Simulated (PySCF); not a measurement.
Molecule: C₃H₁₁OSi, net charge 1, singlet state. It need not be the lowest isomer of its formula. 
Coordinates optimised at B3LYP-D3(BJ)/def2-TZVP (Ansatz):
SMILES: C[Si](C)(C)[OH2+]
```xyz
16

Si     0.0179     0.0582    -0.1797
C      1.8486     0.2498    -0.2694
C     -0.6996    -1.3429    -1.1395
C     -0.9911     1.5989    -0.1159
O     -0.1504    -0.5010     1.6219
H      2.1147     0.5923    -1.2737
H      2.3759    -0.6932    -0.1093
H      2.2199     0.9916     0.4391
H     -0.6438    -1.1042    -2.2059
H     -1.7513    -1.5121    -0.9016
H     -0.1493    -2.2733    -0.9882
H     -2.0373     1.4035     0.1293
H     -0.9816     2.0634    -1.1063
H     -0.5881     2.3257     0.5909
H      0.4412    -1.1588     2.0195
H     -0.9955    -0.4762     2.0972
```
Charge +1, spin multiplicity 1.

Dispersion corrections to the total energy (kcal/mol) from the dftd3 and dftd4 libraries through PySCF: D3(BJ) without and D4 with the three-body term, each with the damping fitted for the functional named.

```
functional  D3(BJ)      D4
----------  ------  ------
B3LYP       -13.37     [?]
BLYP        -16.28  -14.27
BP86        -12.40   -8.82
PBE          -7.79     [?]
HF          -56.43  -22.48
CAM-B3LYP    -6.24     [?]
TPSS         -9.83   -8.84
```

Problem. What belongs in the gaps?

Solution. 
- B3LYP, D4: -10.47
- PBE, D4: -6.57
- CAM-B3LYP, D4: -5.64
